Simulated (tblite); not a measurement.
A tight-binding relaxation on `C[SiH2][Si@@H](N)C#N`.

Computed with GFN2-xTB geometry optimisation, gas phase (tblite 0.8.0). Start geometry: from a force field or distance geometry. A driver script takes a list of jobs; this job's settings line and coordinates (Å) are shown.

Command:
```bash
OMP_NUM_THREADS=1 python probes_run.py task.json out
```

Input:
```
{"job": {"kind": "relax", "xc": "GFN2-xTB", "basis": "xTB"}, "charge": 0, "multiplicity": 1}
C     -2.027100     0.642700     0.167000
Si    -1.053400    -0.796700    -0.425100
Si     1.216400    -0.427400     0.005600
N      1.838000     0.884800    -0.926700
C      1.368400    -0.178500     1.863800
N      1.474400    -0.024900     3.000000
H     -1.731700     1.570900    -0.341400
H     -1.914500     0.806400     1.249300
H     -3.096600     0.493300    -0.029900
H     -1.504300    -2.045100     0.272300
H     -1.255000    -0.998300    -1.880200
H      1.995300    -1.594500    -0.455200
H      2.794100     1.059500    -0.620100
H      1.895500     0.607300    -1.901400
```

Problem. What does the run print?

Solution. 
```
step      E/eV     max force
  0    -478.80752    1.681
  1    -478.88667    1.693
  2    -478.87849    2.961
  3    -478.93767    0.568
  4    -478.96447    0.839
  5    -479.01012    1.344
  6    -479.04741    0.842
  7    -479.07505    0.446
  8    -479.09357    0.394
  9    -479.10736    0.417
... (44 lines left out)
 54    -479.15448    0.022
 55    -479.15451    0.022
 56    -479.15456    0.024
 57    -479.15462    0.020
 58    -479.15467    0.016
 59    -479.15470    0.014
 60    -479.15472    0.015
 61    -479.15474    0.014
 62    -479.15476    0.011
 63    -479.15477    0.006
```

«max force» is the largest atomic force in eV/Å.

Problem. From which step on does the largest force stay under 0.1 eV/Å, and how much energy is left to gain from there?

Solution. From step 28 (0.083 eV/Å), 5.8 meV above the end.

Summary of the converged run: energy lowered by 8.0 kcal/mol over 63 steps; largest atomic force 0.006 eV/Å at the end.

Problem. Give the final coordinates.

Solution. 0.184 Å rms from the input after alignment:
```
atom  x, y, z in Å
C1    -2.0259    0.6567    0.1526
Si2   -1.0437   -0.8360   -0.4877
Si3    1.2082   -0.6180   -0.0127
N4     1.8293    0.7628   -0.8383
C5     1.4946   -0.1460    1.7765
N6     1.6349    0.1236    2.8815
H7    -1.7082    1.5750   -0.3339
H8    -1.8798    0.7861    1.2219
H9    -3.0918    0.5414   -0.0235
H10   -1.5874   -2.0564    0.1246
H11   -1.2761   -0.9632   -1.9373
H12    2.0344   -1.8376   -0.1400
H13    2.7183    1.1576   -0.5747
H14    1.6926    0.8535   -1.8312
```

The run took 0.65 s on one thread, Arm Neoverse N1 (aarch64), shared host with 64 logical CPUs at a one-minute load of 59.
Labels such as C1 count atoms from 1, the log's own numbers from 0.
